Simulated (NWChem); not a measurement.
System: CH$_{7}$FN$_{2}$Si; SMILES NC[Si@H](N)F

NWChem printed, in part:

```
             Northwest Computational Chemistry Package (NWChem) 7.3.0
             --------------------------------------------------------

 C1  symmetry detected

                             Geometry "geometry" -> ""
                             -------------------------

 Output coordinates in angstroms (scale by  1.889725989 to convert to a.u.)

  No.       Tag          Charge          X              Y              Z
 ---- ---------------- ---------- -------------- -------------- --------------
    1 N                    7.0000     0.07288145     2.31828886    -0.08364502
    2 C                    6.0000     0.74959359     1.08733506     0.38848285
    3 Si                  14.0000     0.01157857    -0.50324068    -0.30872089
    4 N                    7.0000    -1.62125369    -0.62965818     0.22967292
    5 F                    9.0000     0.95026015    -1.75771343     0.13376521
    6 H                    1.0000     0.18417669     2.40151660    -1.09373287
    7 H                    1.0000    -0.93051571     2.22878476     0.07458522
    8 H                    1.0000     1.81594985     1.16404026     0.14273729
    9 H                    1.0000     0.71027005     1.07540204     1.48683592
   10 H                    1.0000    -0.04563174    -0.50091193    -1.79340278
   11 H                    1.0000    -2.27342193    -1.22017800    -0.27298685
   12 H                    1.0000    -1.83422449    -0.62828861     1.22107716

 Effective nuclear repulsion energy (a.u.)     247.6072590204

  perdew86 is a nonlocal functional; adding perdew81 local functional.

                                 NWChem DFT Module
                                 -----------------

 Summary of "ao basis" -> "ao basis" (spherical)
 ------------------------------------------------------------------------------
       Tag                 Description            Shells   Functions and Types
 ---------------- ------------------------------  ------  ---------------------
 N                          def2-svp                 6       14   3s2p1d
 C                          def2-svp                 6       14   3s2p1d
 Si                         def2-svp                 8       18   4s3p1d
 F                          def2-svp                 6       14   3s2p1d
 H                          def2-svp                 3        5   2s1p

            General Information
            -------------------
          SCF calculation type: DFT
          Wavefunction type:  closed shell.
          No. of atoms     :    12
          No. of electrons :    50
           Alpha electrons :    25
            Beta electrons :    25
          Charge           :     0
          Spin multiplicity:     1
          Use of symmetry is: off; symmetry adaption is: off
          Maximum number of iterations: 150
          AO basis - number of functions:   109
                     number of shells:    53
          Convergence on energy requested:  1.00D-06
          Convergence on density requested:  1.00D-05
          Convergence on gradient requested:  5.00D-04

              XC Information
              --------------
                    Becke 1988 Exchange Functional  1.000
                Perdew 1981 Correlation Functional  1.000 local
                Perdew 1986 Correlation Functional  1.000 non-local

             Grid Information
             ----------------
          Grid used for XC integration:  medium
          Radial quadrature: Mura-Knowles
          Angular quadrature: Lebedev.
          Tag              B.-S. Rad. Rad. Pts. Rad. Cut. Ang. Pts.
          ---              ---------- --------- --------- ---------
          N                   0.65       49          11.0       434
          C                   0.70       49          10.0       434
          Si                  1.10       88           9.0       590
          F                   0.50       49          11.0       434
          H                   0.35       45          12.0       434
          Grid pruning is: on
          Number of quadrature shells:   599
          Spatial weights used:  Erf1

      Superposition of Atomic Density Guess
      -------------------------------------

 Sum of atomic energies:        -537.63918247

      Non-variational initial energy
      ------------------------------

 Total energy =    -539.899393
 1-e energy   =   -1232.896416
 2-e energy   =     445.389764
 HOMO         =      -0.284106
 LUMO         =       0.073843

     ---------------------------------------------
      Total Density - Mulliken Population Analysis
     ---------------------------------------------

    Atom       Charge   Shell Charges
 -----------   ------   -------------------------------------------------------
    1 N    7     7.55   1.99  1.05  0.46  2.46  1.58  0.01
    2 C    6     6.28   1.99  0.95  0.27  1.97  1.07  0.03
    3 Si  14    12.88   2.00  1.99  0.91  0.17  5.93  0.94  0.64  0.29
    4 N    7     7.76   1.99  1.03  0.45  2.59  1.70  0.01
    5 F    9     9.58   1.99  1.15  0.78  3.52  2.14  0.00
    6 H    1     0.78   0.61  0.13  0.04
    7 H    1     0.79   0.61  0.13  0.04
    8 H    1     0.89   0.68  0.19  0.02
    9 H    1     0.90   0.68  0.19  0.02
   10 H    1     1.10   0.71  0.39  0.01
   11 H    1     0.75   0.59  0.12  0.05
   12 H    1     0.75   0.59  0.12  0.04

   convergence    iter        energy       DeltaE   RMS-Dens  Diis-err
 ---------------- ----- ----------------- --------- --------- ---------
 d= 0,ls=0.0,diis     1   -540.8920526870 -7.88D+02  1.70D-02  8.03D-01
 d= 0,ls=0.0,diis     2   -540.7914381350  1.01D-01  1.00D-02  2.05D+00
 d= 0,ls=0.0,diis     3   -540.9764088519 -1.85D-01  1.88D-03  5.82D-02
 d= 0,ls=0.0,diis     4   -540.9794998544 -3.09D-03  9.09D-04  1.69D-02
 d= 0,ls=0.0,diis     5   -540.9811579485 -1.66D-03  2.30D-04  1.17D-03
  Resetting Diis
 d= 0,ls=0.0,diis     6   -540.9812823704 -1.24D-04  5.90D-05  3.86D-05
 d= 0,ls=0.0,diis     7   -540.9812867694 -4.40D-06  3.73D-05  4.91D-06
 d= 0,ls=0.0,diis     8   -540.9812856523  1.12D-06  2.46D-05  1.41D-05
 d= 0,ls=0.0,diis     9   -540.9812874232 -1.77D-06  2.03D-06  8.22D-08
 d= 0,ls=0.0,diis    10   -540.9812874127  1.04D-08  5.72D-07  8.92D-09

         Total DFT energy =     -540.981287412721
      One electron energy =    -1237.743666509597
           Coulomb energy =      502.491612971385
    Exchange-Corr. energy =      -53.336492894957
 Nuclear repulsion energy =      247.607259020447

 Numeric. integr. density =       50.000005645380

                       DFT Final Molecular Orbital Analysis
                       ------------------------------------

 Vector   23  Occ=2.000000D+00  E=-2.941583D-01
              MO Center=  2.3D-01, -3.1D-01, -6.7D-01, r^2= 3.3D+00
   Bfn.  Coefficient  Atom+Function         Bfn.  Coefficient  Atom+Function
  ----- ------------  ---------------      ----- ------------  ---------------
    95     -0.347882  10 H  s                66      0.319597   5 F  pz
    96     -0.267725  10 H  s                69     -0.221515   5 F  pz
    38      0.201975   3 Si pz               17      0.147579   2 C  s
    20     -0.141143   2 C  pz               19     -0.138814   2 C  py
    35     -0.109457   3 Si pz                5      0.103181   1 N  py

 Vector   24  Occ=2.000000D+00  E=-2.344903D-01
              MO Center= -1.4D+00, -5.7D-01,  1.8D-01, r^2= 1.5D+00
   Bfn.  Coefficient  Atom+Function         Bfn.  Coefficient  Atom+Function
  ----- ------------  ---------------      ----- ------------  ---------------
    51      0.489751   4 N  py               54     -0.396403   4 N  py
    50     -0.201534   4 N  px               53      0.179112   4 N  px
    64     -0.150546   5 F  px               52     -0.130561   4 N  pz
    40     -0.123019   3 Si py               67      0.106675   5 F  px
    55      0.103018   4 N  pz               49     -0.098529   4 N  s

 Vector   25  Occ=2.000000D+00  E=-1.843604D-01
              MO Center=  2.2D-01,  1.9D+00,  3.7D-02, r^2= 2.2D+00
   Bfn.  Coefficient  Atom+Function         Bfn.  Coefficient  Atom+Function
  ----- ------------  ---------------      ----- ------------  ---------------
     5      0.399115   1 N  py                8     -0.364233   1 N  py
     6      0.233171   1 N  pz               31     -0.230535   3 Si s
    17     -0.201945   2 C  s                 4      0.190819   1 N  px
    19      0.185680   2 C  py                3     -0.175117   1 N  s
     9     -0.174116   1 N  pz                2     -0.172625   1 N  s

 Vector   26  Occ=0.000000D+00  E= 2.103837D-02
              MO Center= -1.4D+00, -3.1D-01,  3.6D-01, r^2= 5.6D+00
   Bfn.  Coefficient  Atom+Function         Bfn.  Coefficient  Atom+Function
  ----- ------------  ---------------      ----- ------------  ---------------
    49      1.204680   4 N  s               101     -0.695288  11 H  s
   106     -0.679886  12 H  s                17      0.461188   2 C  s
     3      0.407043   1 N  s                81     -0.396087   7 H  s
    39      0.348421   3 Si px               32     -0.323964   3 Si s
    86     -0.324553   8 H  s                48      0.268065   4 N  s

 Vector   27  Occ=0.000000D+00  E= 2.589908D-02
              MO Center= -1.4D-01,  3.4D-01, -4.2D-01, r^2= 5.2D+00
   Bfn.  Coefficient  Atom+Function         Bfn.  Coefficient  Atom+Function
  ----- ------------  ---------------      ----- ------------  ---------------
     3      0.825277   1 N  s                40     -0.685619   3 Si py
    76     -0.606501   6 H  s                22     -0.347896   2 C  py
    49     -0.316795   4 N  s                63     -0.303203   5 F  s
    54      0.258516   4 N  py               81     -0.257316   7 H  s
   101      0.239617  11 H  s                 8     -0.200633   1 N  py

 Vector   28  Occ=0.000000D+00  E= 5.190446D-02
              MO Center=  8.6D-01,  1.7D-01,  8.8D-02, r^2= 4.7D+00
   Bfn.  Coefficient  Atom+Function         Bfn.  Coefficient  Atom+Function
  ----- ------------  ---------------      ----- ------------  ---------------
    17      1.710255   2 C  s                91     -0.917860   9 H  s
    39     -0.864825   3 Si px               32     -0.750179   3 Si s
    86     -0.664608   8 H  s                49     -0.344203   4 N  s
    63      0.319714   5 F  s                16      0.248512   2 C  s
    76     -0.247167   6 H  s                22     -0.223090   2 C  py

     ---------------------------------------------
      Total Density - Mulliken Population Analysis
     ---------------------------------------------

    Atom       Charge   Shell Charges
 -----------   ------   -------------------------------------------------------
    1 N    7     7.23   1.99  1.02  0.43  2.41  1.36  0.02
    2 C    6     6.17   1.98  0.91  0.21  2.11  0.91  0.04
    3 Si  14    13.40   2.00  1.98  1.02  0.09  5.92  1.23  0.75  0.41
    4 N    7     7.35   1.99  0.98  0.42  2.47  1.48  0.01
    5 F    9     9.30   1.99  1.13  0.79  3.34  2.05  0.00
    6 H    1     0.90   0.73  0.12  0.04
    7 H    1     0.90   0.72  0.13  0.04
    8 H    1     0.95   0.74  0.18  0.02
    9 H    1     0.95   0.74  0.19  0.02
   10 H    1     1.12   0.75  0.36  0.01
   11 H    1     0.87   0.71  0.11  0.05
   12 H    1     0.87   0.71  0.12  0.05

     -------------------------------------------
      Total Density - Lowdin Population Analysis
     -------------------------------------------

    Atom       Charge   Shell Charges
 -----------   ------   -------------------------------------------------------
    1 N    7     7.11   1.97  0.74  0.45  2.22  1.70  0.04
    2 C    6     6.17   1.96  0.60  0.33  1.90  1.29  0.08
    3 Si  14    13.50   2.00  1.93  0.63  0.29  5.81  1.26  0.93  0.65
    4 N    7     7.21   1.97  0.71  0.44  2.26  1.81  0.02
    5 F    9     9.20   1.98  1.02  0.77  3.21  2.22  0.01
    6 H    1     0.94   0.61  0.21  0.12
    7 H    1     0.95   0.61  0.22  0.12
    8 H    1     0.97   0.64  0.26  0.07
    9 H    1     0.97   0.64  0.26  0.07
   10 H    1     1.11   0.65  0.44  0.02
   11 H    1     0.93   0.59  0.21  0.13
   12 H    1     0.93   0.59  0.21  0.13

     Multipole analysis of the density
     ---------------------------------

     L   x y z        total         alpha         beta         nuclear
     -   - - -        -----         -----         ----         -------
     0   0 0 0     -0.000000    -25.000000    -25.000000     50.000000

     1   1 0 0     -0.780158     -0.390079     -0.390079      0.000000
     1   0 1 0     -0.104928     -0.052464     -0.052464      0.000000
     1   0 0 1     -0.010779     -0.005389     -0.005389      0.000000

     2   2 0 0    -25.624121    -89.899631    -89.899631    154.175141
     2   1 1 0      2.162958     -4.810947     -4.810947     11.784852
     2   1 0 1     -1.179925     -0.052776     -0.052776     -1.074374
     2   0 2 0    -32.717492   -184.596184   -184.596184    336.474876
     2   0 1 1     -1.456940     -0.715409     -0.715409     -0.026122
     2   0 0 2    -26.110831    -32.756637    -32.756637     39.402443
```

Level: BP86/def2-SVP. Coordinates come from a B3LYP/6-31G* (spherical d) optimisation.

Task: Write an input that gives this output.

Result: This is not unique; one that fits is the input that was run:
```
start job
memory heap 200 mb stack 900 mb global 1100 mb
geometry units angstroms noautoz
  N     -0.009110     2.339649    -0.171745
  C      0.689442     1.158490     0.387701
  Si     0.062643    -0.488222    -0.287690
  N     -1.592805    -0.667216     0.158901
  F      1.025233    -1.682282     0.258442
  H      0.159119     2.390156    -1.176105
  H     -1.015522     2.211440    -0.069027
  H      1.764448     1.273476     0.201877
  H      0.584665     1.185647     1.481480
  H      0.094791    -0.543630    -1.772094
  H     -2.187994    -1.304500    -0.357164
  H     -1.864889    -0.638496     1.135316
end
basis spherical
  N library def2-svp
  C library def2-svp
  Si library def2-svp
  F library def2-svp
  H library def2-svp
end
dft
  xc becke88 perdew86
  iterations 150
  mulliken
end
task dft energy
```
